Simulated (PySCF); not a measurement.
PySCF input file for Cl3HSi, SMILES Cl[SiH](Cl)Cl (connectivity only; charge and spin as stated), charge +1, multiplicity 2, TDA-PBE0/def2-SVPD. Coordinates come from a PBE0-D3(BJ)/def2-SVP optimisation. The multiplicity is an assumed one; other spin states were not compared. The isomer is the one that the SMILES or the coordinates give; other isomers of the formula were not compared.

```python
import numpy as np
from pyscf import gto, scf, dft, tdscf

mol = gto.M(
    atom='''
    Si   -0.00000000    0.00000000    0.19928680
    Cl   -1.71214797   -0.98850909   -0.09062102
    Cl   -0.00000000    1.97701818   -0.09062102
    Cl    1.71214797   -0.98850909   -0.09062102
    H    -0.00000000    0.00000000    1.83165686
    ''',
    basis='def2-SVPD',
    charge=1,
    spin=1,
    max_memory=1600,
    verbose=4,
)
mf = dft.UKS(mol, xc='pbe0').density_fit(auxbasis='def2-universal-jkfit')
mf.grids.level = 3
mf.conv_tol = 1e-9
mf.max_cycle = 100
mf.kernel()
fine, coarse = mf.grids, dft.Grids(mol).set(level=1).build(with_non0tab=True)
for _ in range(3):  # follow internal instabilities
    mf.grids = coarse
    mo, _, stable, _ = mf.stability(return_status=True, nroots=4)
    mf.grids = fine
    if stable:
        break
    mf.kernel(mf.make_rdm1(mo, mf.mo_occ))
mf.grids = dft.Grids(mol).set(level=1).build(with_non0tab=True)  # coarser grid for the response kernel
td = tdscf.TDA(mf)
td.nstates = 10
td.conv_tol = 1e-4
td.positive_eig_threshold = 1e-6
td.kernel(x0=td.get_init_guess(mf, 15))
td.analyze()
```

Program output:

```
PySCF version 2.14.0

[INPUT] verbose = 4
[INPUT] num. atoms = 5
[INPUT] num. electrons = 65
[INPUT] charge = 1
[INPUT] spin (= nelec alpha-beta = 2S) = 1
[INPUT] symmetry False subgroup None
[INPUT] Mole.unit = angstrom
[INPUT] Symbol           X                Y                Z      unit          X                Y                Z       unit  Magmom
[INPUT]  1 Si     0.000000000000   0.000000000000   0.199286800000 AA    0.000000000000   0.000000000000   0.376597472241 Bohr   0.0
[INPUT]  2 Cl    -1.712147970000  -0.988509090000  -0.090621020000 AA   -3.235490748030  -1.868011451743  -0.171248908929 Bohr   0.0
[INPUT]  3 Cl     0.000000000000   1.977018180000  -0.090621020000 AA    0.000000000000   3.736022903486  -0.171248908929 Bohr   0.0
[INPUT]  4 Cl     1.712147970000  -0.988509090000  -0.090621020000 AA    3.235490748030  -1.868011451743  -0.171248908929 Bohr   0.0
[INPUT]  5 H      0.000000000000   0.000000000000   1.831656860000 AA    0.000000000000   0.000000000000   3.461329819581 Bohr   0.0

nuclear repulsion = 337.398552780892
number of shells = 47
number of NR pGTOs = 187
number of NR cGTOs = 113
basis = def2-SVPD
ecp = {}


[settings echo left out]
init E= -1670.14885675064
  alpha nocc = 33  HOMO = -0.316551016186011  LUMO = -0.0742783606117747
  beta  nocc = 32  HOMO = -0.376404687311129  LUMO = -0.316551016186012

WARN: HOMO -0.316551016186011 >= LUMO -0.316551016186012

cycle= 1 E= -1669.27194217704  delta_E= 0.877  |g|= 0.312  |ddm|= 2.11
  alpha nocc = 33  HOMO = -0.575423316980692  LUMO = -0.317408801818128
  beta  nocc = 32  HOMO = -0.572560025890857  LUMO = -0.525985886230793
  HOMO = -0.572560025891  LUMO = -0.525985886231  gap/eV = 1.26735
cycle= 2 E= -1669.20221167879  delta_E= 0.0697  |g|= 0.482  |ddm|= 1.23
  alpha nocc = 33  HOMO = -0.575593154143714  LUMO = -0.270185596818822
  beta  nocc = 32  HOMO = -0.572296896495195  LUMO = -0.483389804038322
  HOMO = -0.572296896495  LUMO = -0.483389804038  gap/eV = 2.41929
cycle= 3 E= -1669.34502425314  delta_E= -0.143  |g|= 0.0274  |ddm|= 0.726
  alpha nocc = 33  HOMO = -0.565177612645631  LUMO = -0.258397575841725
  beta  nocc = 32  HOMO = -0.561846763829148  LUMO = -0.46827315561168
  HOMO = -0.561846763829  LUMO = -0.468273155612  gap/eV = 2.54627
cycle= 4 E= -1669.34544714243  delta_E= -0.000423  |g|= 0.00763  |ddm|= 0.0661
  alpha nocc = 33  HOMO = -0.566574377631171  LUMO = -0.259647180754883
  beta  nocc = 32  HOMO = -0.563204855653698  LUMO = -0.467024510951407
  HOMO = -0.563204855654  LUMO = -0.467024510951  gap/eV = 2.61720
cycle= 5 E= -1669.34550545175  delta_E= -5.83e-05  |g|= 0.00391  |ddm|= 0.0242
  alpha nocc = 33  HOMO = -0.566060636625046  LUMO = -0.259095555518632
  beta  nocc = 32  HOMO = -0.562676203883979  LUMO = -0.466716115137663
  HOMO = -0.562676203884  LUMO = -0.466716115138  gap/eV = 2.61121
cycle= 6 E= -1669.34552011761  delta_E= -1.47e-05  |g|= 0.00117  |ddm|= 0.0118
  alpha nocc = 33  HOMO = -0.566094183860598  LUMO = -0.259359342335926
  beta  nocc = 32  HOMO = -0.56268726905463  LUMO = -0.466389275610215
  HOMO = -0.562687269055  LUMO = -0.46638927561  gap/eV = 2.62040
cycle= 7 E= -1669.34552255096  delta_E= -2.43e-06  |g|= 0.000508  |ddm|= 0.00516
  alpha nocc = 33  HOMO = -0.566137395344697  LUMO = -0.259364468546966
  beta  nocc = 32  HOMO = -0.562727390027001  LUMO = -0.466400486925954
  HOMO = -0.562727390027  LUMO = -0.466400486926  gap/eV = 2.62119
cycle= 8 E= -1669.34552283249  delta_E= -2.82e-07  |g|= 0.000137  |ddm|= 0.00148
  alpha nocc = 33  HOMO = -0.566112622125074  LUMO = -0.259338441239225
  beta  nocc = 32  HOMO = -0.562704815775872  LUMO = -0.466381442830783
  HOMO = -0.562704815776  LUMO = -0.466381442831  gap/eV = 2.62109
cycle= 9 E= -1669.34552286395  delta_E= -3.15e-08  |g|= 3.17e-05  |ddm|= 0.000641
  alpha nocc = 33  HOMO = -0.566108853146262  LUMO = -0.259339224375392
  beta  nocc = 32  HOMO = -0.562703355888204  LUMO = -0.46637968385878
  HOMO = -0.562703355888  LUMO = -0.466379683859  gap/eV = 2.62110
cycle= 10 E= -1669.34552286577  delta_E= -1.83e-09  |g|= 8.41e-06  |ddm|= 0.000162
  alpha nocc = 33  HOMO = -0.566107517402181  LUMO = -0.259337677358712
  beta  nocc = 32  HOMO = -0.562702807963897  LUMO = -0.466379949444345
  HOMO = -0.562702807964  LUMO = -0.466379949444  gap/eV = 2.62108
cycle= 11 E= -1669.3455228658  delta_E= -2.64e-11  |g|= 8.89e-06  |ddm|= 4.11e-05
  alpha nocc = 33  HOMO = -0.566107555022269  LUMO = -0.259336899511595
  beta  nocc = 32  HOMO = -0.562702991078048  LUMO = -0.466379054237502
  HOMO = -0.562702991078  LUMO = -0.466379054238  gap/eV = 2.62111
Extra cycle  E= -1669.34552286572  delta_E= 7.71e-11  |g|= 1.4e-05  |ddm|= 3.78e-05
converged SCF energy = -1669.34552286572  <S^2> = 0.7579  2S+1 = 2.0078845
tot grids = 27832
uhf_internal: lowest eigs of H = [0.0764336  0.12695287 0.12695533 0.14928118]
<class 'pyscf.df.df_jk.DFUKS'> wavefunction is stable in the internal stability analysis
tot grids = 27832
Overwritten attributes  positive_eig_threshold  of <class 'pyscf.tdscf.uks.TDA'>


******** <class 'pyscf.tdscf.uks.TDA'> for <class 'pyscf.df.df_jk.DFUKS'> ********
nstates = 10
deg_eia_thresh = 1.000e-03
wfnsym = None
conv_tol = 0.0001
eigh lindep = 1e-12
eigh level_shift = 0
eigh max_cycle = 100


Excitation energies (eV)
[1.06760527 1.77302749 1.77303737 2.0866153  2.08664658 3.69508139
 4.16288249 4.16294504 6.37615972 6.71748879]

** Excitation energies and oscillator strengths **
Excited State   1:      1.06761 eV   1161.33 nm  f=0.0000
      32b ->   33b      0.99898
Excited State   2:      1.77303 eV    699.28 nm  f=0.0111
      28b ->   33b     -0.64895
      31b ->   33b     -0.75259
Excited State   3:      1.77304 eV    699.28 nm  f=0.0111
      29b ->   33b     -0.64912
      30b ->   33b     -0.75245
Excited State   4:      2.08662 eV    594.19 nm  f=0.0349
      29b ->   33b      0.75659
      30b ->   33b     -0.63048
Excited State   5:      2.08665 eV    594.18 nm  f=0.0349
      28b ->   33b      0.75674
      31b ->   33b     -0.63031
Excited State   6:      3.69508 eV    335.54 nm  f=0.0395
      27b ->   33b     -0.98124
Excited State   7:      4.16288 eV    297.83 nm  f=0.0252
      26b ->   33b      0.98738
Excited State   8:      4.16295 eV    297.83 nm  f=0.0252
      25b ->   33b     -0.98738
Excited State   9:      6.37616 eV    194.45 nm  f=0.0000
      33a ->   34a      0.65252
      32b ->   34b     -0.74290
Excited State  10:      6.71749 eV    184.57 nm  f=0.0024
      28a ->   34a     -0.10924
      31a ->   34a     -0.49860
      31b ->   34b      0.84051

** Transition electric dipole moments (AU) **
state          X           Y           Z        Dip. S.      Osc.
  1        -0.0000      0.0000     -0.0000      0.0000      0.0000
  2         0.0000      0.5049     -0.0000      0.2550      0.0111
  3         0.5048     -0.0000      0.0000      0.2548      0.0111
  4         0.8268      0.0000      0.0000      0.6836      0.0349
  5        -0.0000      0.8267     -0.0000      0.6834      0.0349
  6        -0.0000      0.0001      0.6608      0.4367      0.0395
  7         0.0000      0.4971     -0.0001      0.2471      0.0252
  8         0.4971     -0.0000      0.0000      0.2471      0.0252
  9         0.0000     -0.0000     -0.0000      0.0000      0.0000
 10         0.0000      0.1212     -0.0000      0.0147      0.0024

** Transition velocity dipole moments (imaginary part, AU) **
state          X           Y           Z        Dip. S.      Osc.
  1         0.0000      0.0000      0.0000      0.0000      0.0000
  2        -0.0000     -0.0620      0.0000      0.0038      0.0394
  3        -0.0620      0.0000     -0.0000      0.0038      0.0393
  4        -0.0603     -0.0000     -0.0000      0.0036      0.0316
  5         0.0000     -0.0603     -0.0000      0.0036      0.0316
  6         0.0000      0.0000     -0.0346      0.0012      0.0059
  7        -0.0000     -0.0007      0.0000      0.0000      0.0000
  8        -0.0008      0.0000     -0.0000      0.0000      0.0000
  9        -0.0000     -0.0000     -0.0000      0.0000      0.0000
 10         0.0000      0.0084     -0.0000      0.0001      0.0002

** Transition magnetic dipole moments (imaginary part, AU) **
state          X           Y           Z
  1         0.0000     -0.0000     -0.1757
  2        -0.3683      0.0000     -0.0000
  3         0.0000      0.3684     -0.0000
  4         0.0000     -0.4610      0.0000
  5         0.4611      0.0000      0.0000
  6         0.0001      0.0000     -0.0000
  7         0.5623     -0.0000     -0.0000
  8        -0.0000     -0.5623     -0.0000
  9         0.0000     -0.0000      0.0058
 10        -0.0442      0.0000      0.0000
```

Self-consistency was reached.
